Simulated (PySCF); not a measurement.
## Gallium: a sound run and one with changed settings

Sound run: Ga [Ar] 3d10 4s2 4p1, Ga⁺ [Ar] 3d10 4s2. Computed with PySCF 2.14 in pcseg-2, with the non-relativistic Hamiltonian (point nucleus). In the sound run the correlated levels freeze [Ar] 3d10. The sound run starts from symmetry-adapted Hartree-Fock orbitals and uses a fine grid where one is needed.

A second run was set up differently.

```
species   method  sound run (hartree)  changed run (hartree)  converged
     Ga      UHF          -1923.23240            -1900.72850        yes
     Ga     PBE0          -1924.59032            -1901.71407        yes
     Ga      PBE          -1924.56388            -1901.52902        yes
     Ga      MP2          -1923.26608            -1900.74261        yes
     Ga  CCSD(T)          -1923.28001            -1900.75372        yes
    Ga⁺      UHF          -1923.02726            -1900.61973        yes
    Ga⁺     PBE0          -1924.36867            -1901.57908        yes
    Ga⁺      PBE          -1924.34320            -1901.39497        yes
    Ga⁺      MP2          -1923.05337            -1900.64155        yes
    Ga⁺  CCSD(T)          -1923.06409            -1900.65720        yes
```

Ionisation energy of Ga:

```
 method  sound run (eV)  changed run (eV)
    UHF           5.582             2.960
   PBE0           6.032             3.673
    PBE           6.005             3.648
    MP2           5.788             2.750
SCS-MP2           5.771             2.708
   CCSD           5.852             2.626
CCSD(T)           5.875             2.626
```

What was changed?
A. all electrons correlated in a valence basis
B. minimal basis
C. a valence shell is frozen
D. basis contracted for another Hamiltonian

B. It used basis STO-3G. A minimal basis cannot let orbitals breathe on ionisation and holds almost no correlation.
